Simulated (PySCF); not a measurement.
# Whose spectrum? (carbosilane and low-k precursor)

All values: TDA B3LYP/def2-SVP, gas phase, PySCF SCF with an in-house response code, fitting set def2-universal-JFIT up to Ne and JKFIT beyond, grid level 1 (kernel 0), vertical, one conformer each, geometries GFN2-xTB; core orbitals frozen in the response, virtual orbitals above 1.5 Eh left out. The lowest 6 singlets were sought, and the brightest is taken among them. The runs took 0.8 to 2 CPU minutes each on shared server CPUs.

Without diffuse functions Rydberg states are missing, so unbound LUMOs, wide gaps and states within about 2 eV of the ionisation energy come out too high, and electron affinities are rough.

One system has its HOMO at -8.82 eV, its LUMO at -0.14 eV and these singlet states:

| state | eV | f |
| --- | --- | --- |
| S1 | 7.83 | 0.001 |
| S2 | 7.98 | 0.166 |
| S3 | 8.21 | 0.001 |
| S4 | 8.21 | 0.000 |
| S5 | 8.29 | 0.039 |
| S6 | 8.34 | 0.000 |

Question: Which is it?
A. F[Si]1(F)C[Si](F)(F)C[Si](F)(F)C[Si](F)(F)C[Si](F)(F)C1 (C5H10F10Si5)
B. F[Si]1(F)C[Si](F)(F)C[Si](F)(F)C[Si](F)(F)C1 (C4H8F8Si4)
C. F[Si]1(F)C[Si](F)(F)C[Si](F)(F)C[Si](F)(F)C[Si](F)(F)C[Si](F)(F)C1 (C6H12F12Si6)

Answer: C.

Question: How do the candidates compare?

Answer: 
```csv
system,HOMO / eV,LUMO / eV,S1 / eV,f(S1),brightest state sought / eV
F[Si]1(F)C[Si](F)(F)C[Si](F)(F)C[Si](F)(F)C1,-9.00,-0.52,7.54,0.002,8.57
F[Si]1(F)C[Si](F)(F)C[Si](F)(F)C[Si](F)(F)C[Si](F)(F)C1,-8.91,-0.40,7.63,0.004,8.21
F[Si]1(F)C[Si](F)(F)C[Si](F)(F)C[Si](F)(F)C[Si](F)(F)C[Si](F)(F)C1,-8.82,-0.14,7.83,0.001,7.98
```
